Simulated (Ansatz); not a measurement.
H4GeO4 (SMILES [OH][Ge]([OH])([OH])[OH]), singlet, at a GFN2-xTB geometry, with bond 9-5 at 2.4 times its length; CASSCF(4,6)/STO-3G in Ansatz (a program for electronic structure).

Input for Ansatz:
Ansatz 0.2 input:
```yaml
crystal:
  periodic: [false, false, false]
  atoms:
    - {symbol: O, position_ang: [0.45392392, 1.38847282, -0.91076508]}
    - {symbol: Ge, position_ang: [0.00000000, 0.00000000, 0.00000000]}
    - {symbol: O, position_ang: [-1.15045194, 0.32069653, 1.23976239]}
    - {symbol: O, position_ang: [-0.72572785, -1.11330515, -1.09419717]}
    - {symbol: O, position_ang: [1.42225587, -0.59586420, 0.76519986]}
    - {symbol: H, position_ang: [-0.16786117, 1.66806763, -1.57974223]}
    - {symbol: H, position_ang: [-0.80249953, 0.71304369, 2.03808138]}
    - {symbol: H, position_ang: [-1.24777282, -1.80694009, -0.69587570]}
    - {symbol: H, position_ang: [3.33236221, -0.54380107, -0.50119208]}
basis:
  gaussian:
    orbitals: STO-3G
hamiltonian:
  xc: hf
magnetization: {spin_polarized: false}
correlation: {active_space: {window: {electrons: 4, orbitals: 6}}}
```

The log (banner, timings and long lists left out):

```
Functional definition: HF
527 factors; integrals over basis functions are off by at most 4.5e-5 eV
mean field evaluation 1: about -63913.0330 eV, gradient 3.9e1 eV
mean field evaluation 2: about -63913.1400 eV, gradient 4.0e1 eV
mean field evaluation 4: about -63923.2957 eV, gradient 5.6e0 eV
mean field evaluation 8: about -63923.4647 eV, gradient 1.1e-1 eV
mean field -63923.45617960 eV, -2349.1436857255 hartree, gradient 1.4e-6 eV, S^2 0.000000; 0 other end points of the search recorded, 0 dependent functions left out
reference -63923.45617960 eV, -2349.1436857255 hartree; 34, 34 occupied and 8, 8 virtual orbitals, 527 factors
state -63929.86172529 eV, -2349.3790851876 hartree
Total energy: -63929.86172529 eV, -2349.3790851876 hartree
```
